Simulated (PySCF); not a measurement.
All values below come from B3LYP-D3(BJ)/def2-TZVP (PySCF). Isolated molecules, 0 K electronic values unless said otherwise. One relaxed conformer stands for a flexible species; it need not be the lowest. B3LYP has the VWN-RPA correlation part, as in Gaussian. 

Reference species (SMILES): `C1(/CO1)=N\[H]` (neutral, multiplicity 1).

```
Quantity    Result
--------  --------
HOMO      -7.95 eV
```

Changed species: `C(O)=C=N`.

Q: Give the shifts of the HOMO.

A: the HOMO rises by 1.96 eV, to -5.99 eV.
